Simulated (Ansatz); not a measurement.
Gas-phase electronic energies from Ansatz, PBE0-D4/def2-TZVP geometries. CBS: MP2 limit from def2 TZ/QZ plus the TZ coupled-cluster correction, frozen cores. DFT in def2-TZVPP. B3LYP here is the variant with VWN-RPA as its local correlation; programs differ in this. For Zn outer-core shells are correlated without core-valence functions, which leaves a few kJ/mol of doubt a bond. Scalar relativity is left out up to krypton. One conformer a species, not always the lowest.

Consider the ligand exchange at the Si–C bond: `C=C(F)[SiH2]O` + `[NH2][ZnH]` → `O[SiH2][NH][ZnH]` + `C=CF`.

`C=C(F)[SiH2]O`:

Cartesian coordinates in Å:
```
C 0.373 0.316 -1.606
C 0.104 -0.609 -0.699
F 0.212 -1.918 -1.031
Si -0.429 -0.316 1.077
O -0.347 1.288 1.430
H 0.271 1.360 -1.340
H 0.682 0.060 -2.613
H -1.841 -0.720 1.259
H 0.455 -1.131 1.952
H 0.521 1.669 1.571
```

`[NH2][ZnH]`:

Cartesian coordinates in Å:
```
N 0.484 -0.262 0.629
Zn -0.557 0.509 -0.645
H 1.415 -0.574 0.397
H 0.079 -0.914 1.283
H -1.420 1.242 -1.664
```

`O[SiH2][NH][ZnH]`:

Cartesian coordinates in Å:
```
O -0.854 1.057 -0.232
Si -0.839 -0.604 -0.034
N 0.792 -0.816 0.338
Zn 1.712 0.782 0.210
H -1.442 1.432 -0.888
H -1.786 -1.024 1.038
H -1.327 -1.205 -1.312
H 1.159 -1.648 0.767
H 2.586 2.026 0.114
```

`C=CF`:

Z-matrix (Å, degrees):
```
C
C 1 1.316
H 1 1.081 2 119.2
H 1 1.082 2 121.6 3 -180.0
F 2 1.336 1 122.3 3 180.0
H 2 1.084 1 125.7 3 0.0
```

```tsv
level	ΔE (eV)
r2SCAN-D4	-0.94
ωB97X-V	-0.93
ωB97M-V	-0.95
PBE	-0.81
B3LYP	-0.88
HF/def2-TZVPP	-1.08
SCS-MP2/def2-TZVPP	-0.99
MP2/CBS(def2)	-0.97
```

(1) What does CCSD(T)/CBS give? (An estimate is asked.)

Largest T1 diagnostic among the species: 0.016.

Answers

(1) Ansatz gave: -0.96 eV. The listed levels differ from it by 0.02, 0.03, 0.01, 0.15, 0.08, -0.12, -0.03, -0.01 eV.

In def2-TZVPP, CCSD(T) changes the Hartree–Fock value by +0.10 eV (the triples alone add +0.01 eV) and MP2 by +0.09 eV. From PBE to PBE0 (25 % exact exchange), in def2-TZVPP and without D4, ΔE moves by −0.09 eV.
